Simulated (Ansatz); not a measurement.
`N[CH]([SiH3])[SnH3]` + H₂O → `[OH][SnH3]` + `NC[SiH3]` at 500 K and 1 bar (formal hydrolysis of the Sn–C bond).

Program: Ansatz. Geometries: PBE0-D4/def2-TZVP. ΔE: electronic, gas phase. CBS: MP2 limit from def2 TZ/QZ plus the TZ coupled-cluster correction, frozen cores. This one scheme is used for every species. def2 core potentials past Kr. For Sn outer-core shells are correlated without core-valence functions, which leaves a few kJ/mol of doubt a bond. Each species was taken in one conformer, which may not be the lowest.

```
              species  CCSD(T)/CBS energy (Eh)  H − E (kJ/mol)  S (J/(mol·K))
`N[CH]([SiH3])[SnH3]`               -601.23040           289.5          457.8
                  H₂O                -76.37941            73.2          206.3
         `[OH][SnH3]`               -291.59405           117.0          327.9
           `NC[SiH3]`               -386.02732           245.0          347.4
```

H − E and S are ideal-gas, rigid-rotor, harmonic terms from PBE0-D4/def2-TZVP, for one conformer and one mirror image of each species. 1 Eh = 2625.50 kJ/mol, R = 8.31446 J/(mol·K).

Q: By hand: ΔE, ΔH, ΔS and ΔG.

A: ΔE = (-291.59405) + (-386.02732) − (-601.23040) − (-76.37941) = -0.01156 Eh = -30.4 kJ/mol. Δ(H − E) = 117.0 + 245.0 − 289.5 − 73.2 = -0.7, so ΔH = -31.1 kJ/mol. ΔS = 327.9 + 347.4 − 457.8 − 206.3 = 11.2 J/(mol·K). ΔG = -31.1 − 500 × (11.2)/1000 = -36.7 kJ/mol.

Q: By hand: the equilibrium constant, and the temperature at which ΔG would vanish if ΔH and ΔS stayed fixed.

A: log₁₀ K = −ΔG/(RT ln 10) = 3.8. ΔH and −TΔS have one sign here, so there is no such temperature.

The number of gas molecules stays the same, so ΔS is small and ΔH decides. A doubt of 5 kJ/mol in ΔE shifts log₁₀ K by 0.5 here. Other conformers and mirror images would add mixing entropy, several J/(mol·K) or more a flexible species. These are equilibria of isolated gas molecules and say nothing of rates. Largest T1 diagnostic: 0.014 (customary marks: 0.02 for closed shells, 0.045 for open ones).

ΔS is within the doubt of such terms, so its sign, and with it that verdict, could turn.
